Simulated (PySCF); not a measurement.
## Two-component Hartree-Fock for W (tungsten, neutral)

Start: [Xe] 4f14 5d4 6s2; 5d3/2 filled at m_j = -3/2, -1/2, +1/2, +3/2. Calculated with PySCF 2.14 in x2c-TZVPall-2c: generalised Hartree-Fock with the X2C-1e Hamiltonian and a Gaussian nucleus; one run each with spin-orbit coupling (SO) switched off, then screened by Boettger's factors.

```csv
spinor shell,electrons,"ε, spin-free (eV)","ε, screened SO (eV)",weight of nominal j (screened SO),"rms radius, screened SO (bohr)"
1s1/2,2,-69900.6,-69879.1,1.000,0.0208
2s1/2,2,-12206.5,-12199.7,1.000,0.0838
2p1/2,2,-10678.7,-11645.2,1.000,0.0713
2p3/2,4,-10678.7,-10286.7,1.000,0.0787
3s1/2,2,-2873.5,-2871.1,1.000,0.214
3p1/2,2,-2413.2,-2624.5,1.000,0.206
3p3/2,4,-2413.2,-2325.8,1.000,0.221
3d3/2,4,-1877.9,-1915.4,1.000,0.195
3d5/2,6,-1877.9,-1850.8,1.000,0.199
4s1/2,2,-625.15,-624.30,1.000,0.478
4p1/2,2,-471.45,-520.80,1.000,0.486
4p3/2,4,-471.45,-450.73,1.000,0.520
4d3/2,4,-272.72,-280.34,0.999,0.544
4d5/2,6,-272.72,-266.85,1.000,0.556
5s1/2,2,-93.794,-93.561,1.000,1.15
5p1/2,2,-52.741,-61.557,0.938,1.29
4f5/2,6,-50.023,-50.959,0.980,0.678
5p3/2,4,-52.741,-48.768,0.939,1.36
4f7/2,8,-50.023,-48.574,0.983,0.678
5d3/2,4,-10.389,-10.410,0.617,2.15
6s1/2,2,-7.223,-7.193,0.987,3.70
```

| quantity | spin-free | screened SO |
| --- | --- | --- |
| E (hartree) | -16130.56969 | -16149.57930 |
| M_J | 0 | 0 |
| ⟨J²⟩ | 4.130 | 3.273 |
| ⟨L²⟩ | 6.093 | 5.964 |
| ⟨S²⟩ | 6.038 | 5.910 |

The determinant has a definite M_J but mixes levels of different J.

Each row is a mean over spinors that exchange with the open shell spreads, by up to 4.091 eV (5p3/2).

Rows whose weight is well below 1 are mixtures of j = l ± 1/2: exchange outweighs spin-orbit coupling there, and the label is only the starting occupation.

Breit and QED terms are absent; they matter most for the inner s and p1/2 levels.

Densities and radii are taken from the X2C orbitals without a picture-change correction, which distorts them close to the nucleus.

Without spin-orbit coupling the j labels of p, d and f shells carry no meaning; the spin-free column gives the mean over the occupied spinors of each nl shell, and its ⟨J²⟩ belongs to a mixture of degenerate components.
